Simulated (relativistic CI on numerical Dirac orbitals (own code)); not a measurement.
**Cr4+ in a cubic cluster: 3s photoemission with charge transfer**

Computed with a charge-transfer multiplet model of a cubic metal-ligand cluster with up to 2 ligand holes, Slater and spin-orbit integrals from Dirac-Coulomb-Breit ions, Slater integrals scaled by 0.8. The ground state mixes d2 with configurations of k ligand holes L, whose averages lie at kΔ + k(k − 1)U_dd/2; a core hole lowers each added d electron by U_cd. 20 K, Lorentzian 1.4 eV and Gaussian 0.8 eV FWHM.

Atomic integrals in eV (Slater integrals scaled, ζ unscaled), ground: F2dd 9.377, F4dd 5.906, zeta_d 0.039; with the core hole: F2dd 10.119, F4dd 6.404, zeta_d 0.045, G2cd 9.849.

Cluster parameters (eV): Δ = 2.3, U_cd = 6.1, 10Dq = 0.9, 10Dq(ligand) = 0.8, V(eg) = 2.35, V(t2g) = -1.04, final-state hopping factor = 0.8.

| Case | n_d | d2 | d3L | d4L2 | S |
| --- | --- | --- | --- | --- | --- |
| U_dd = 2.7 eV | 2.76 | 0.37 | 0.50 | 0.13 | 1.00 |
| U_dd = 4.1 eV | 2.71 | 0.40 | 0.49 | 0.11 | 1.00 |
| U_dd = 4.8 eV | 2.69 | 0.41 | 0.49 | 0.10 | 1.00 |

Weights, n_d and S are thermal averages at 20 K. Binding energies count from the first peak over 30 % of the highest in each spectrum, which can be another peak from case to case. The parameters are a model scan and need not match a compound or its usual spin state. Peaks in eV (height, largest 100):
- U_dd = 2.7 eV: 0.0 (100), 4.2 (56), 8.2 (68), 16.0 (16)
- U_dd = 4.1 eV: 0.0 (100), 4.5 (48), 8.1 (60), 15.8 (14)
- U_dd = 4.8 eV: 0.0 (100), 4.7 (46), 8.0 (56), 15.8 (12)

For the case U_dd = 4.8 eV, Δ = 2.3 eV is smaller than U_dd = 4.8 eV, the charge-transfer side of the Zaanen-Sawatzky-Allen scheme. With the core hole the average of the configuration with one ligand hole lies at Δ − U_cd = -3.8 eV before mixing: the effective hopping of about 3.8 eV (from the holes of the mixed ground state) is comparable with this gap or larger, so the configurations mix strongly.

With at most 2 ligand holes the space is cut while the next configuration still counts, so covalency is underestimated, and a final configuration with one more ligand hole, which can lie low, is missing from the spectra.

Without intra-shell correlation the exchange splitting of the 3s hole comes out too large.
